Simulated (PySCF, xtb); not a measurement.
CF₃, SMILES F[C+](F)F, charge +1.

GFN2-xTB (xtb 6.7.1) at its own geometry gives an orbital gap of 5.96 eV.

Geometry optimised at B3LYP-D3(BJ)/def2-TZVP.

Q: What does PBE/def2-TZVPD run with PySCF give? (The exact figures need the calculation; the answer reports its results.)

A: gap 7.78 eV (levels -19.45 and -11.67 eV).
